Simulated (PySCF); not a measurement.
## Polarisability and C₆ of W(2+) (tungsten, charge +2)

[Xe] 4f14 5d4, high-spin 5D determinant. All numbers are calculated (PySCF 2.14, a scalar-relativistic core potential, in aug-cc-pwCVTZ-PP with ECP60MDF). Coupled (time-dependent) response in atomic units; α is the mean over directions.

```csv
method,mean α (bohr³),"α xx, yy, zz",C₆ (like pair),S(−4)
CAM-B3LYP,13.13,"12.87, 12.87, 13.65",77.44,76.27
```

S(−4) is the Cauchy moment in α(ω) = α(0) + S(−4) ω² + …

Spin-orbit coupling is absent.

α(iu) at CAM-B3LYP:

| u (hartree) | α(iu) (bohr³) |
| --- | --- |
| 0 | 13.13 |
| 0.0500 | 12.94 |
| 0.100 | 12.44 |
| 0.200 | 10.94 |
| 0.300 | 9.437 |
| 0.500 | 7.154 |
| 0.750 | 5.331 |
| 1.00 | 4.138 |
| 1.50 | 2.696 |
| 2.00 | 1.882 |
| 3.00 | 1.047 |
| 5.00 | 0.4466 |

A single London oscillator, α(iu) = α/(1 + u²/ω²), gives C₆ = (3/4) ω α². Matching the computed C₆ needs ω = 4 × 77.44 / (3 × 13.13²) = 0.599 hartree.

For an ion, C₆ is the dispersion term alone; charge-induced terms of lower order in 1/R come first.

The components differ because the open shell of this determinant is not spherical; for a pure term their mean is the scalar polarisability.

Energies and moments cover only the electrons outside the core potential. Spin-orbit coupling, absent here, splits the open shell strongly.
